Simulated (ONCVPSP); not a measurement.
# Transferability test, ONCV potential for potassium

potassium (K), optimised norm-conserving Vanderbilt (ONCV), made with ONCVPSP 4.0.1 (PW91, scalar-relativistic). Core [Ar], reference 3d1. Waves: s scattering state at 0.12 Ha: rc 3.95 bohr, ncon 4, nbas 7, qcut 2.1 1/bohr, 2 projectors, debl 1.4 Ha; p scattering state at 0.23 Ha: rc 4.00 bohr, ncon 4, nbas 8, qcut 1.9 1/bohr, 3 projectors, debl 0.6 Ha; 3d: rc 4.00 bohr, ncon 3, nbas 6, qcut 2.4 1/bohr, 1 projector. Local part: polynomial inside 3.30 bohr (lpopt 5, dvloc0 3 Ha). Core correction: Teter function, fcfact 4.25, rcfact 1.2.

In the s channel the program set the typed energies aside and used 0.050, 1.450 Ha.

Energies are relative to the spin-unpolarised reference configuration 3d1; without spin polarisation the order of configurations can differ from experiment.

Q: Give the all-electron excitation energy and the error of the potential for: 3d0 4s1; 3d0 4s0.5; 3d0 4p1; 3d0.5 4s0.5.

A:

```tsv
valence configuration	charge	ΔE all-electron (eV)	error AE − PS (meV)
3d0 4s1	0	-2.439	+123
3d0 4s0.5	+0.5	-0.800	+51
3d0 4p1	0	-0.898	+61
3d0.5 4s0.5	0	-1.230	+50
```

Levels in the configuration 3d0.5 4s0.5:

```json
{"level": "3d", "all-electron (eV)": "-0.376", "pseudo (eV)": "-0.371"}
{"level": "4s", "all-electron (eV)": "-2.855", "pseudo (eV)": "-3.001"}
```
